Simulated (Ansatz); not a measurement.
H2Au3⁺. Total charge 1; singlet. Geometry PBE-D4/def2-TZVP.

```xyz
5

Au   -1.291   -0.323    0.009
Au    1.156    0.291    0.249
Au   -0.446   -0.099    2.486
H     1.811    0.447   -1.190
H    -1.229   -0.316   -1.554
```

In the def2 sets Au takes a core potential; there is no spin–orbit coupling. LC-ωPBE has ω = 0.4 bohr⁻¹. B3LYP takes the VWN-RPA correlation. The restricted singlet is unstable towards broken spin symmetry in Hartree–Fock (as tested in another run); at PBE-D4/def2-TZVP, r2SCAN-D4/def2-TZVP, B3LYP-D4/def2-TZVP, PBE0-D4/def2-TZVP and others this wasn't settled. Another isomer (singlet) lies 2.56 eV lower at PBE0-D4/def2-TZVP; other spin states weren't run for this one.

(1) Estimate the orbital energies around the gap (eV) in Ansatz with PBE-D4/def2-TZVP, r2SCAN-D4/def2-TZVP, B3LYP-D4/def2-TZVP, PBE0-D4/def2-TZVP, LC-ωPBE/def2-TZVP.

Results:

(1) 
```
orbital  PBE-D4/def2-TZVP  r2SCAN-D4/def2-TZVP  B3LYP-D4/def2-TZVP  PBE0-D4/def2-TZVP  LC-ωPBE/def2-TZVP
 HOMO−5            -12.92               -13.12              -13.90             -14.11             -16.56
 HOMO−4            -12.59               -12.78              -13.63             -13.84             -16.33
 HOMO−3            -12.45               -12.66              -13.55             -13.78             -16.29
 HOMO−2            -12.41               -12.62              -13.53             -13.76             -16.28
 HOMO−1            -12.32               -12.53              -13.45             -13.68             -16.24
   HOMO            -11.51               -11.59              -12.05             -12.10             -14.03
   LUMO            -11.46               -11.48              -10.99             -10.75              -8.74
 LUMO+1             -7.63                -7.42               -7.09              -6.81              -4.88
 LUMO+2             -7.37                -7.09               -6.75              -6.41              -4.32
 LUMO+3             -6.26                -5.96               -5.87              -5.60              -3.93
 LUMO+4             -5.54                -5.13               -5.09              -4.80              -3.01
 LUMO+5             -3.85                -3.40               -3.48              -3.18              -1.47
```
